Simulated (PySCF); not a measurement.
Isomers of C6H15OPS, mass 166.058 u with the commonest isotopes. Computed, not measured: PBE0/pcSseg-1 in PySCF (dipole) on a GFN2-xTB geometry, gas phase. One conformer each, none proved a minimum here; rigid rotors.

Problem. Order these by out-of-plane moment Σ m c² = (Ia + Ib − Ic)/2, largest first.
A. `[CH3:1][C:2]([CH3:3])([CH3:4])[CH2:5][P@H:6](=[S:7])[CH2:8][OH:9]` with C2–C5–P6–S7 -94°, C5–P6–C8–O9 179°, P6–C8–O9–H -50°
B. `[CH3:1][CH2:2][CH2:3][P@@:4]([CH3:5])(=[O:6])[CH2:7][S:8][CH3:9]` with C1–C2–C3–P4 173°, C2–C3–P4–C5 -179°, C3–P4–C7–S8 163°, P4–C7–S8–C9 73°
C. `[CH3:1][CH2:2][CH2:3][P@@H:4](=[S:5])[CH2:6][CH2:7][CH2:8][OH:9]` with C1–C2–C3–P4 62°, C2–C3–P4–S5 46°, C3–P4–C6–C7 147°, P4–C6–C7–C8 51°, C6–C7–C8–O9 58°
D. `[CH3:1][CH2:2][C:3]([CH3:4])([CH3:5])[P@@H:6](=[S:7])[CH2:8][OH:9]` with C1–C2–C3–C4 61°, C2–C3–P6–S7 -170°, C3–P6–C8–O9 178°, P6–C8–O9–H 50°
E. `[CH3:1][S:2][CH2:3][P@@H:4](=[O:5])[CH2:6][CH:7]([CH3:8])[CH3:9]` with C1–S2–C3–P4 -76°, S2–C3–P4–O5 71°, C3–P4–C6–C7 -169°, P4–C6–C7–C8 176°

Solution. B (101.03 u·Å²), D (88.18 u·Å²), A (64.70 u·Å²), C (62.29 u·Å²), E (61.16 u·Å²).

Problem. Order these by radius of gyration √(Σ m r²/M), largest first.
A. `[CH3:1][CH2:2][C:3]([CH3:4])([CH3:5])[P@@H:6](=[S:7])[CH2:8][OH:9]` with C1–C2–C3–C4 61°, C2–C3–P6–S7 -170°, C3–P6–C8–O9 178°, P6–C8–O9–H 50°
B. `[CH3:1][C:2]([CH3:3])([CH3:4])[CH2:5][P@H:6](=[S:7])[CH2:8][OH:9]` with C2–C5–P6–S7 -94°, C5–P6–C8–O9 179°, P6–C8–O9–H -50°
C. `[CH3:1][S:2][CH2:3][P@@H:4](=[O:5])[CH2:6][CH:7]([CH3:8])[CH3:9]` with C1–S2–C3–P4 -76°, S2–C3–P4–O5 71°, C3–P4–C6–C7 -169°, P4–C6–C7–C8 176°
D. `[CH3:1][CH2:2][CH2:3][P@@:4]([CH3:5])(=[O:6])[CH2:7][S:8][CH3:9]` with C1–C2–C3–P4 173°, C2–C3–P4–C5 -179°, C3–P4–C7–S8 163°, P4–C7–S8–C9 73°

Solution. C (2.612 Å), D (2.439 Å), B (2.408 Å), A (2.217 Å).

Problem. Order these by rotational constant B, smallest first.
A. `[CH3:1][CH2:2][CH2:3][P@@:4]([CH3:5])(=[O:6])[CH2:7][S:8][CH3:9]` with C1–C2–C3–P4 173°, C2–C3–P4–C5 -179°, C3–P4–C7–S8 163°, P4–C7–S8–C9 73°
B. `[CH3:1][C:2]([CH3:3])([CH3:4])[CH2:5][P@H:6](=[S:7])[CH2:8][OH:9]` with C2–C5–P6–S7 -94°, C5–P6–C8–O9 179°, P6–C8–O9–H -50°
C. `[CH3:1][CH2:2][CH2:3][P@@H:4](=[S:5])[CH2:6][CH2:7][CH2:8][OH:9]` with C1–C2–C3–P4 62°, C2–C3–P4–S5 46°, C3–P4–C6–C7 147°, P4–C6–C7–C8 51°, C6–C7–C8–O9 58°
D. `[CH3:1][S:2][CH2:3][P@@H:4](=[O:5])[CH2:6][CH:7]([CH3:8])[CH3:9]` with C1–S2–C3–P4 -76°, S2–C3–P4–O5 71°, C3–P4–C6–C7 -169°, P4–C6–C7–C8 176°
E. `[CH3:1][CH2:2][C:3]([CH3:4])([CH3:5])[P@@H:6](=[S:7])[CH2:8][OH:9]` with C1–C2–C3–C4 61°, C2–C3–P6–S7 -170°, C3–P6–C8–O9 178°, P6–C8–O9–H 50°

Solution. D (491.0 MHz), A (601.7 MHz), C (652.3 MHz), B (666.6 MHz), E (914.6 MHz).

```csv
SMILES,point group,Ia (u·Å²),Ib (u·Å²),Ic (u·Å²),κ,μa (D),μb (D),μc (D)
CSC[P@@H](=O)CC(C)C,C1,164.87,1029.31,1071.86,-0.98,1.38,2.48,0.18
CC(C)(C)C[P@H](=S)CO,C1,269.61,758.11,898.33,-0.84,3.60,2.65,0.73
CCC[P@@H](=S)CCCO,C1,244.03,774.75,894.21,-0.88,2.49,4.60,0.44
CCC[P@@](C)(=O)CSC,C1,248.69,839.91,886.54,-0.96,1.44,0.07,2.38
CCC(C)(C)[P@@H](=S)CO,C1,352.03,552.54,728.22,-0.40,4.31,1.40,0.86
```
